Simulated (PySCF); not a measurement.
H₃IO₃Si, SMILES O[Si](O)(O)I. Atoms are numbered in the order given.

```xyz
8

O      0.5537     1.4484    -1.7967
Si     0.0000     0.0000    -1.2582
O      0.9774    -1.2037    -1.7967
O     -1.5312    -0.2446    -1.7967
I      0.0000     0.0000     1.2292
H      1.4107     1.7479    -1.4701
H      0.8084    -2.0957    -1.4701
H     -2.2191     0.3478    -1.4701
```

The structure is a stationary point at B3LYP-D3(BJ)/def2-SVP. The def2 effective core potentials stand for the cores of I; spin–orbit coupling is left out. Other conformers were not sampled.

Computed with PBE/def2-TZVP (PySCF).

Atomic charges (e):

| atom | Löwdin | Mulliken |
|---|---|---|
| O1 | -0.07 | -0.44 |
| Si2 | -0.46 | 0.59 |
| O3 | -0.07 | -0.44 |
| O4 | -0.07 | -0.44 |
| I5 | 0.10 | -0.23 |
| H6 | 0.19 | 0.32 |
| H7 | 0.19 | 0.32 |
| H8 | 0.19 | 0.32 |

Question: Give the Mayer and Wiberg (Löwdin basis) orders of the bonds. (An estimate is asked for; the answer gives what the named calculation found.)

Answer: 
| bond | Mayer | Wiberg |
|---|---|---|
| O1–Si2 | 1.28 | 1.71 |
| Si2–O3 | 1.28 | 1.71 |
| Si2–O4 | 1.28 | 1.71 |
| Si2–I5 | 1.03 | 1.53 |
| O1–H6 | 0.87 | 1.01 |
| O3–H7 | 0.87 | 1.01 |
| O4–H8 | 0.87 | 1.01 |
